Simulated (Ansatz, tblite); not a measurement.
Removing and adding an electron: Au(PF3)H (PHAuF₃). Total charge 0; singlet. Geometry: PBE-D4/def2-SVP. Ansatz, gas phase; energy differences of separate SCF runs; the oxidised species was run as a doublet alone; the reduced species was run as a doublet alone.

```xyz
6

Au   -0.6046   -0.3440   -1.4886
P     0.2397    0.1417    0.5939
F    -0.3891    1.3639    1.4107
F     1.7881    0.5213    0.7149
F     0.1614   -0.9894    1.7211
H    -1.1954   -0.6935   -2.9520
```

In the def2 sets Au takes a core potential; there is no spin–orbit coupling. The xTB rows come from tblite. HOMO above LUMO, or a gap near zero within one spin, warns that the state may not be the lowest or that an electron is smeared out.

```json
{"level": "GFN1-xTB", "−HOMO (eV)": "11.62", "vertical IE (eV)": "15.40", "−LUMO (eV)": "8.15", "vertical EA (eV)": "4.61", "HOMO–LUMO gap (eV)": "3.47", "IE − EA (eV)": "10.78", "remarks": "–"}
{"level": "GFN2-xTB", "−HOMO (eV)": "10.70", "vertical IE (eV)": "14.37", "−LUMO (eV)": "6.56", "vertical EA (eV)": "3.38", "HOMO–LUMO gap (eV)": "4.15", "IE − EA (eV)": "10.99", "remarks": "–"}
{"level": "PBE-D4/def2-TZVP", "−HOMO (eV)": "6.82", "vertical IE (eV)": "10.11", "−LUMO (eV)": "2.53", "vertical EA (eV)": "–", "HOMO–LUMO gap (eV)": "4.29", "IE − EA (eV)": "–", "remarks": "–"}
{"level": "PBE-D4/def2-TZVPD", "−HOMO (eV)": "6.84", "vertical IE (eV)": "–", "−LUMO (eV)": "2.64", "vertical EA (eV)": "0.16", "HOMO–LUMO gap (eV)": "4.21", "IE − EA (eV)": "–", "remarks": "HOMO above zero (-1 doublet), gap within one spin near zero (-1 doublet)"}
{"level": "r2SCAN-D4/def2-TZVP", "−HOMO (eV)": "7.05", "vertical IE (eV)": "10.13", "−LUMO (eV)": "2.33", "vertical EA (eV)": "–", "HOMO–LUMO gap (eV)": "4.72", "IE − EA (eV)": "–", "remarks": "–"}
{"level": "r2SCAN-D4/def2-TZVPD", "−HOMO (eV)": "7.06", "vertical IE (eV)": "–", "−LUMO (eV)": "2.44", "vertical EA (eV)": "0.16", "HOMO–LUMO gap (eV)": "4.61", "IE − EA (eV)": "–", "remarks": "HOMO above zero (-1 doublet)"}
{"level": "PBE0-D4/def2-TZVP", "−HOMO (eV)": "7.84", "vertical IE (eV)": "10.06", "−LUMO (eV)": "1.76", "vertical EA (eV)": "–", "HOMO–LUMO gap (eV)": "6.08", "IE − EA (eV)": "–", "remarks": "–"}
{"level": "PBE0-D4/def2-TZVPD", "−HOMO (eV)": "7.86", "vertical IE (eV)": "–", "−LUMO (eV)": "1.85", "vertical EA (eV)": "0.15", "HOMO–LUMO gap (eV)": "6.01", "IE − EA (eV)": "–", "remarks": "HOMO above zero (-1 doublet)"}
```

   A HOMO above zero means that the electron is unbound at that level or that self-interaction error raises the level; the energy of removing that electron tells which. Raw xTB energy differences between charge states are shifted by several eV; the methods need an empirical correction for them.
